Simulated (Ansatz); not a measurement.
Isolated molecules relaxed with PBE0-D4/def2-TZVP in Ansatz; ΔE leaves out vibrations. CCSD(T)/CBS is the MP2 limit (def2-TZVPP, def2-QZVPP) plus CCSD(T) − MP2 in def2-TZVPP, frozen cores. DFT in def2-TZVPP. B3LYP here is the variant with VWN-RPA as its local correlation; programs differ in this. One conformer a species, not always the lowest.

Consider the ligand exchange at a B–N bond: `CCN(C)BCl` + `O[SiH2][SiH3]` → `[SiH3][SiH2]OBCl` + ethylmethylamine.

| level | ΔE (kcal/mol) |
| --- | --- |
| PBE0-D4 | 2.3 |
| B2PLYP | 1.1 |
| PBE | 2.1 |
| B3LYP | 0.1 |
| MP2/def2-TZVPP | 3.2 |
| HF/def2-QZVPP | -3.7 |
| HF/CBS(def2) | -3.8 |
| CCSD/CBS(def2) | 1.6 |

(1) What does CCSD(T)/CBS give? (An estimate is asked.)

Largest T1 diagnostic among the species: 0.013.

Answers

(1) Ansatz gave: +2.4 kcal/mol. The listed levels differ from it by -0.1, -1.3, -0.3, -2.3, 0.8, -6.1, -6.2, -0.8 kcal/mol.

In def2-TZVPP, CCSD(T) changes the Hartree–Fock value by +5.7 kcal/mol (the triples alone add +0.8 kcal/mol) and MP2 by +6.7 kcal/mol. The D4 term adds +1.3 kcal/mol with B3LYP and +0.7 kcal/mol with PBE0; it sums over pairs of atoms, weighted by their polarisabilities, and B3LYP, whose exchange is more repulsive, gets the larger term.
